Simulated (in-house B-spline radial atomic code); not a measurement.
Radial electron density of S II (S+), [Ne] 3s2 3p2 4f1. Method: non-relativistic HSE06, spin-polarised, spherical fractional occupations, exact exchange averaged over the configuration, point nucleus. Calculated with an all-electron radial atomic-structure program (B-spline basis).

Columns: r (bohr), 4πr²n(r) (electrons per bohr), bar.

```
 0.00365   0.3988 #
 0.00453   0.5972 #
 0.00561   0.8847 ##
 0.00695    1.301 ###
 0.00861    1.893 #####
  0.0107    2.735 #######
  0.0132    3.843 #########
  0.0164    5.355 #############
  0.0203    7.246 ##################
  0.0252    9.554 #######################
  0.0312    12.11 #############################
  0.0387     14.7 ####################################
  0.0479    16.87 #########################################
  0.0594    18.17 ############################################
  0.0735    18.16 ############################################
  0.0911    16.76 #########################################
   0.113     14.5 ###################################
    0.14    12.52 ##############################
   0.173    12.03 #############################
   0.215     13.5 #################################
   0.266    16.01 #######################################
    0.33    17.62 ###########################################
   0.409    16.55 ########################################
   0.507    12.69 ###############################
   0.628     7.84 ###################
   0.778    4.226 ##########
   0.964    2.822 #######
     1.2    2.869 #######
    1.48    2.906 #######
    1.84    2.233 #####
    2.27     1.24 ###
    2.82   0.4675 #
    3.49   0.1363 
    4.33  0.06425 
    5.36  0.08962 
    6.65    0.136 
    8.23   0.1511 
    10.2   0.1029 
    12.6  0.04088 
    15.7 0.008747 
    19.4 0.0009339 
    24.1 3.736e-05 
    29.8 5.763e-07
```

On this grid the curve has 4 maxima, near 0.0594, 0.33, 1.48, 8.23 bohr.

The 4f up radial function P(r) = rR(r), positive near the nucleus:

```tsv
r (bohr)	P
0.409	0.0005699
0.628	0.002156
0.964	0.007537
1.48	0.02381
2.27	0.0647
3.49	0.1524
5.36	0.297
8.23	0.3887
12.6	0.2022
19.4	0.03056
29.8	0.0007591
```
